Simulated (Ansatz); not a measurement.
**Pulling the pair apart**

The pair of Li⁺ (SMILES [Li+], atom 1) and SiH3Cl (SMILES [SiH3]Cl, atoms 2–6), both closed shells, in one local arrangement (a lower one may exist), relaxed at PBE0-D4/def2-TZVP:

| atom | x (Å) | y (Å) | z (Å) |
| --- | --- | --- | --- |
| Li1 | 0.5134 | -0.1555 | -2.9774 |
| Si2 | -0.0298 | -0.0027 | 0.7972 |
| Cl3 | -0.7582 | 0.3345 | -1.1954 |
| H4 | -1.1529 | 0.4440 | 1.6357 |
| H5 | 1.1831 | 0.8300 | 0.8912 |
| H6 | 0.2443 | -1.4503 | 0.8485 |

SiH3Cl is shifted rigidly along the line between the mean atom positions of the two fragments (negative: closer). Counterpoise interaction energies in kJ/mol. Ansatz 0.2.0; basis: def2-TZVPPD; cores frozen in the correlated methods. The outer core shell of Li, Na, Mg and K is correlated. B3LYP uses VWN-RPA correlation.

| shift (Å) | HF | MP2 | B3LYP-D4 |
| --- | --- | --- | --- |
| -0.22 | -86.3 | -83.1 | -96.0 |
| -0.11 | -95.4 | -92.1 | -103.7 |
| 0.00 | -98.8 | -95.6 | -106.0 |
| 0.11 | -98.5 | -95.4 | -104.8 |
| 0.27 | -94.0 | -91.2 | -99.5 |
| 0.56 | -80.6 | -78.2 | -86.6 |
| 1.12 | -55.2 | -53.4 | -62.8 |
| 2.24 | -27.9 | -26.4 | -29.2 |

Q: What does CCSD(T) give at these shifts? (An estimate is asked for; the value comes from the calculation.)

A: The calculation gives: -82.7, -91.6, -95.1, -94.8, -90.6, -77.6, -52.8, -26.0 kJ/mol. For zero shift, CCSD(T) at an estimated basis limit (MP2 extrapolated from triple and quadruple zeta, plus CCSD(T) − MP2 in triple zeta) gives -100.1 kJ/mol. These are counterpoise interaction energies, counted from the two frozen fragments.

The T1 diagnostic stays at or below 0.009.

For scale, one of the runs: CCSD(T)/def2-TZVPPD, 172 basis functions, launched by `ansatz run in.yaml --threads 2 --pin off --events-out ev --progress --plain --max-ram 5222MiB`. Hardware: 2 CPU threads of an Intel Xeon Platinum 8488C, shared host. Wall time 12 s; peak host memory 1.4 GiB.
